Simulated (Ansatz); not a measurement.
System: C2H7Ge, charge -1, multiplicity 1. It need not be the lowest isomer of its formula. Whether it binds its extra electron was not tested at this geometry. SMILES: [CH2-][GeH2][CH3]
Structure (B3LYP-D3(BJ)/def2-TZVP (Ansatz, a quantum-chemistry and plane-wave program) minimum search):
```
Ge
H 1 1.5768
H 1 1.5768 2 104.34
C 1 1.8865 2 112.54 3 -122.31
H 4 1.0963 1 111.90 2 176.80
H 4 1.0963 5 109.98 1 -125.03
C 1 2.0481 2 100.13 3 103.31
H 7 1.0939 1 109.55 2 67.48
H 7 1.0939 8 108.03 1 -119.28
H 7 1.0963 8 108.74 9 -117.85
```
Charge -1, spin multiplicity 1.

Parts of the frozen-core correlation energy in cc-pVDZ (Ansatz, hartree). Frozen orbitals: 16; correlated occupied orbitals by spin: 10 and 10; virtual: 64 and 64. Spin-orbit coupling is left out. Non-relativistic.

```
term                             value
-------------------------  -----------
reference (HF)             -2155.06346
MP2 opposite-spin             -0.32204
MP2 same-spin                 -0.08653
CCSD correlation              -0.45804
(T)                           -0.01368
T1 diagnostic                    0.012
largest doubles amplitude        0.034
```
